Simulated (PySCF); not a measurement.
furan-2-ylsilane (C4H6OSi), SMILES c1coc(c1)[SiH3]. Heavy atoms are numbered as in [SiH3:1][c:2]1[cH:3][cH:4][cH:5][o:6]1. Hydrogens are named by the atom that carries them.

Geometry: ωB97X-D3(BJ)/def2-SVP.

These are PBE0/pcSseg-1 run with PySCF values and carry that method's errors.

GIAO shieldings, no solvent; atoms alike by connectivity are averaged. δ = σ(ref) − σ: ²⁹Si against TMS (σ = 352.7 ppm); ¹³C against TMS (σ = 186.3 ppm); ¹⁷O against H2O (σ = 334.2 ppm); ¹H against TMS (σ = 31.56 ppm), references at their B3LYP-D3(BJ)/def2-TZVP geometries, non-relativistic.

```csv
nucleus,atoms,count,δ (ppm)
²⁹Si,Si1 (SiH3),1,-81.4
¹³C,C5 (CH),1,156.1
¹³C,C2,1,154.0
¹³C,C3 (CH),1,133.4
¹³C,C4 (CH),1,118.1
¹⁷O,O6,1,326.0
¹H,H on C5,1,8.08
¹H,H on C3,1,7.35
¹H,H on C4,1,6.87
¹H,H on Si1,3,4.70
```
